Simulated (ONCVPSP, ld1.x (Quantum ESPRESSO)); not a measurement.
**Potentials for tin (Sn) compared**

Generated with ld1.x 7.5 (TM, RRKJ, ultrasoft, PAW), atompaw 4.2 or ONCVPSP 4.0.1. The cutoff is in Ry: for ld1.x and atompaw files where the sum of valence levels is converged to 10 mRy in a Bessel basis, for ONCV files where the hardest occupied wave has 1 mHa per electron of residual kinetic energy. The error is the largest all-electron minus pseudo excitation energy over each file’s own four to seven test configurations (ionisations up to +4, promotions, holes and added fractions of an electron), all of which were solved. The labels leave out finer settings (local radius, basis sizes, second energies), which also bear on the numbers. Spin-polarised tests are not counted. The rows are a selection from randomly drawn settings: files with unsolved tests, undetermined cutoffs or missed reference levels are left out.

A true bound ghost makes a file unfit for plane-wave use even where its test errors are small: the radial tests pick states by their node count and pass the ghost by.

| potential | cutoff (Ry) | largest error (meV) | bound ghosts |
| --- | --- | --- | --- |
| ONCV, LDA (Perdew-Wang 92), scalar-relativistic, rc 2.00/2.25/1.55 (spd), local smoothed, core correction no, reference 4d10 5s2 5p2, qcut 3.5/3.5/8.3, projectors 3/3/2 | 61 | +4.8 | none |
| ONCV, PBE, scalar-relativistic, rc 1.95/2.10/1.40 (spd), local smoothed, core correction no, reference 4d10 5s2, qcut 3.2/3.8/11.6, projectors 2/2/2 | 85 | -196 | s |
| TM semilocal, PBE, scalar-relativistic, rc 1.65/2.55/0.90 (spd), local d, core correction yes, reference 4d10 5s2 5p2 | 160 | -196 | none |
| ONCV, Wu-Cohen, scalar-relativistic, rc 1.70/2.80/2.10 (spd), local smoothed, core correction yes, reference 5s2 5p2, qcut 3.8/2.8/4.8, projectors 2/3/1 | 51 | -212 | s |
| ONCV, LDA (Perdew-Wang 92), scalar-relativistic, rc 1.35/1.45/1.45 (spd), local smoothed, core correction yes, reference 4s2 4p6 4d10 5s2 5p2, qcut 10.7/10.4/10.3, projectors 2/3/2 | 79 | -12 | none |
| ONCV, PBE, scalar-relativistic, rc 1.55/1.70/1.25 (spd), local smoothed, core correction yes, reference 4s2 4p6 4d10 5s2 5p2, qcut 7.9/8.8/14.9, projectors 2/3/2 | 87 | -14 | none |

Question: Fill in the row for Sn: ONCV, LDA (Perdew-Zunger), scalar-relativistic, rc 1.60/2.60 (sp), local smoothed, core correction no, reference 5s2 5p2, qcut 4.2/2.7, projectors 2/2.

Answer: cutoff 39 Ry, largest error +260 meV, bound ghosts: s.
